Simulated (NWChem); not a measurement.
# CH$_{7}$AlSi; SMILES [CH3][AlH][SiH3]

### Question
Give the equilibrium geometry at PBE0/def2-SVP (NWChem) as a list of bonds and angles, with the point group.

### Answer
point group Cs; any orientation.
Bonds (Å): Al1–H2 1.597, Al1–C3 1.958, Al1–Si7 2.463, C3–H4 1.104, C3–H5 1.101, C3–H6 1.104, Si7–H8 1.500, Si7–H9 1.501, Si7–H10 1.501. Bond angles (°): H2–Al1–C3 118.8, H2–Al1–Si7 117.9, C3–Al1–Si7 123.3, Al1–C3–H4 110.3, Al1–C3–H5 114.0, Al1–C3–H6 110.3, H4–C3–H5 107.9, H4–C3–H6 105.9, H5–C3–H6 107.9, Al1–Si7–H8 113.4, Al1–Si7–H9 111.1, Al1–Si7–H10 111.1, H8–Si7–H9 107.2, H8–Si7–H10 107.2, H9–Si7–H10 106.5.
